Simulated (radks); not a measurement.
Coulomb parameter of the 3d shell of neutral titanium in the model configuration [Ar] 3d1 4s2 4p1, as a second difference U = [E(n + 0.5) + E(n - 0.5) - 2 E(n)] / (0.5)^2 with all orbitals relaxed. "Bare": the charge of the atom changes with n. "Screened": the 4p shell takes up the change at fixed total charge, which measures U(3d,3d) + U(4p,4p) - 2 U(3d,4p). All-electron calculation, scalar-relativistic Kohn-Sham, LDA (Slater exchange, Perdew-Wang correlation), spin-unpolarised, spherical densities, finite nucleus; Fermi nuclear charge, rms radius 3.5921 fm. Program: a radial shooting solver on a logarithmic mesh with Libxc functionals.

start: configuration [Ar] 3d1 4s2 4p1; E - E(n) (eV) 0.000
bare +0.5: configuration [Ar] 3d1.5 4s2 4p1; E - E(n) (eV) -3.456
bare -0.5: configuration [Ar] 3d0.5 4s2 4p1; E - E(n) (eV) 6.279
screened +0.5: configuration [Ar] 3d1.5 4s2 4p0.5; E - E(n) (eV) -2.914
screened -0.5: configuration [Ar] 3d0.5 4s2 4p1.5; E - E(n) (eV) 4.058

U(bare) = 11.291 eV, U(screened by 4p) = 4.578 eV, against the Slater integral F0(3d,3d) = 18.327 eV with frozen orbitals. The step up makes a negative ion, whose loosely bound charge lowers the bare value.
